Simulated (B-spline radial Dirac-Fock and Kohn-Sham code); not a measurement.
# Rh⁶⁺ 2p3/2: cross section and angular parameters

System: the Rh⁶⁺ ion in the configuration 1s2 2s2 2p6 3s2 3p6 3d10 4s2 4p6 4d3; threshold 3105.9 eV (orbital energy of the model). These are calculated numbers from a B-spline atomic structure program; the model is Dirac-Hartree-Slater photoionisation with a Latter tail; cross sections with all multipoles, angular parameters from the dipole term and its interference with E2.

For linearly polarised light dσ/dΩ = σ/(4π) [1 + β P₂(cos θ) + (δ + γ cos²θ) sin θ cos φ], with θ from the polarisation vector and φ the angle between the beam and the projection of the electron momentum on the plane normal to the polarisation.

| hν (eV) | σ (kb) | β | γ | δ |
| --- | --- | --- | --- | --- |
| 3230 | 152 | 1.102 | -0.321 | -0.005 |
| 3350 | 138 | 1.227 | -0.285 | 0.004 |
| 5414.7 | ? | ? | ? | ? |
| 6000 | 27.4 | 1.473 | 0.711 | 0.051 |
| 12000 | 3.33 | 1.250 | 1.664 | 0.121 |
| 12700 | 2.78 | 1.225 | 1.729 | 0.129 |
| 15000 | 1.63 | 1.146 | 1.910 | 0.158 |

Q: Give the values at Cr Kα (5414.7 eV).

A: σ = 36.8 kb, β = 1.484, γ = 0.548, δ = 0.045.
